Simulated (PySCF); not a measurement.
RbCl.
SMILES: `[Cl][Rb]`

Computed, not measured: PySCF, PBE0-D3(BJ)/def2-SVP geometry optimisation, gas phase, def2 core potentials past Kr.

Take the most abundant isotopes and a rigid rotor. 

(1) What are the moment of inertia and the rotational constant?

(2) List the first levels of a rigid rotor in a Σ state.

(3) Where do the first rotational lines fall?

(4) Estimate the classical rotational partition function at 10 K, 100 K and 298.15 K.

Results:

(1) I = 196.223 u·Å², B = 505379 MHz·u·Å²/I = 2576 MHz (0.0859 cm⁻¹, or 0.124 K as hB/k). For two atoms I = μr² with μ = 24.7685 u and r = 2.8147 Å.

(2) E(J) = BJ(J+1): J = 1: 0.172, J = 2: 0.515, J = 3: 1.031, J = 4: 1.718, J = 5: 2.577, J = 6: 3.608 cm⁻¹.

(3) The dipole is 10.34 D; J+1 ← J lies at 2B(J+1): 1 ← 0 at 5.15 GHz, 2 ← 1 at 10.30 GHz, 3 ← 2 at 15.45 GHz, 4 ← 3 at 20.60 GHz, 5 ← 4 at 25.76 GHz, 6 ← 5 at 30.91 GHz.

(4) Point group C∞v, symmetry number σ = 1; q = kT/(σhB), k/h = 20836.6 MHz/K: 80.9 at 10 K, 809 at 100 K, 2410 at 298.15 K.

No PBE0-D3(BJ)/def2-SVP frequencies stand behind this structure, so it isn't proved a minimum. Constants of a rigid frame at the computed geometry: no zero-point averaging, no centrifugal distortion.
